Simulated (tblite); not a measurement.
Species: C₅H₁₀O₃Si.
Geometry (GFN2-xTB, Å), atoms numbered from 1 in this order:
```xyz
19
C5H10O3Si angstrom
C     -3.0251    0.3994    1.4390
C     -2.0249   -0.3246    0.9691
C     -0.9312    0.2057    0.1151
Si    -1.3818    0.1231   -1.7583
O      0.2353   -0.6204    0.3161
C      1.4014   -0.0473    0.0820
O      1.5729    1.0764   -0.3058
O      2.3752   -0.9247    0.3480
C      3.6975   -0.4414    0.1574
H     -3.8125   -0.0373    2.0275
H     -3.0952    1.4577    1.2492
H     -1.9592   -1.3854    1.1642
H     -0.6790    1.2341    0.3918
H     -1.6328   -1.2833   -2.0709
H     -2.5830    0.9377   -1.9335
H     -0.2587    0.6301   -2.5385
H      4.3548   -1.2621    0.4321
H      3.8543   -0.1554   -0.8846
H      3.8823    0.4271    0.7927
```

Level: GFN2-xTB in tblite, geometry and Hessian alike; calculated harmonic values, unscaled, isolated species. This tight-binding method is rough: wavenumbers can miss measured ones by several per cent, in bad cases by 10 to 20. Modes of hydrogen on silicon can be 10 to 20 % off. One conformer, not necessarily the lowest.

Harmonic wavenumbers (cm⁻¹): 32.6, 55.3, 62.0, 77.3, 99.7, 122.0, 156.2, 185.7, 261.2, 278.6, 343.2, 363.0, 503.4, 537.1, 574.6, 608.5, 686.2, 717.0, 742.9, 759.5, 777.1, 778.8, 879.9, 939.4, 968.6, 1012.2, 1017.4, 1111.1, 1119.8, 1125.7, 1157.9, 1177.0, 1222.8, 1253.5, 1288.5, 1388.7, 1409.9, 1441.7, 1464.7, 1702.4, 1790.4, 2283.7, 2289.8, 2320.3, 2920.3, 2974.2, 2985.8, 3044.7, 3080.7, 3104.3, 3136.2.

A = 2514, B = 744.4, C = 643.8 MHz; mass 146.040 u (most abundant isotopes); point group C1, symmetry number 1.

**Question.** Zero-point energy?

**Answer.** Half the sum of the wavenumbers: 30167 cm⁻¹ = 86.25 kcal/mol.

**Question.** Entropy at 298.15 K, 1 bar (ideal gas, RRHO, classical rotation)?

**Answer.** Translation 40.87, rotation 29.97, vibration 40.24: S = 111.1 cal/(mol K).

**Question.** And Cp and H(298.15 K) − H(0)?

**Answer.** Cp = 43.42 cal/(mol K), of which vibrations give 35.47 (their classical limit is 51 R = 101.3); H(298.15 K) − H(0) = 8.20 kcal/mol without the zero-point energy, 5.83 from vibrations.

**Question.** Which modes carry the vibrational entropy at 298.15 K?

**Answer.** 32.6 cm⁻¹: 5.66; 55.3 cm⁻¹: 4.62; 62.0 cm⁻¹: 4.39; 77.3 cm⁻¹: 3.96; 99.7 cm⁻¹: 3.46; 122.0 cm⁻¹: 3.07 cal/(mol K); the other 45 give 15.08 together.

**Question.** What must be added to the electronic energy to get the Gibbs energy at 298.15 K and 1 bar?

**Answer.** ZPE + [H(298.15 K) − H(0)] − T·S = 86.25 + 8.20 − 33.12 = 61.33 kcal/mol.

Hindered rotation and anharmonicity are outside this model. Other conformers, if any are populated, would add a mixing term that is left out. The structure is chiral; the term R ln 2 for an equal mix with its mirror image is left out.

Time: 3.5 s wall, 2.6 s CPU. Hardware: AMD EPYC, one thread, shared host with 64 logical CPUs at a one-minute load of 60. This covers the Hessian and the dipole derivatives.
